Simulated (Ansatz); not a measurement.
**CCSD(T) forces**

CSiZn, singlet, displaced at random from a GFN2-xTB minimum.

C1  (0.363, 0.737, 0.310)
Si2  (-1.040, 0.328, -0.568)
Zn3  (0.728, -1.040, 0.233)
(Å)

Ansatz 0.2.0; basis: def2-TZVPP; cores frozen in the correlated methods. The 3s and 3p shells of Cu and Zn are frozen; filled d shells are correlated. B3LYP uses VWN-RPA correlation.

CCSD(T) forces from the calculation:
```json
{"atom": "C1", "Fx": "0.528", "Fy": "0.907", "Fz (eV/Å)": "0.453"}
{"atom": "Si2", "Fx": "-1.562", "Fy": "0.490", "Fz (eV/Å)": "-0.824"}
{"atom": "Zn3", "Fx": "1.033", "Fy": "-1.397", "Fz (eV/Å)": "0.371"}
```

Root-mean-square difference of the force components from those of CCSD(T): PBE0-D4 0.230; wB97M-V 0.335; r2SCAN-D4 0.311; PBE-D4 0.114; HSE06-D4 0.216; B3LYP-D4 0.145 eV/Å.

T1 diagnostic: at most 0.039. The T1 diagnostic is large here, which may signal multireference character or strong orbital relaxation, so CCSD(T) is less sure. The restricted Hartree–Fock reference is unstable towards an unrestricted one here. These are differences at one structure, and CCSD(T) in triple zeta is itself an approximation.

For scale, one of the runs: CCSD(T)/def2-TZVPP forces, 137 basis functions (an equivalent command: `ansatz run in.yaml --threads 4`). The run took 29 s on 4 CPU threads (shared host), with 1.2 GiB of host memory at its peak.
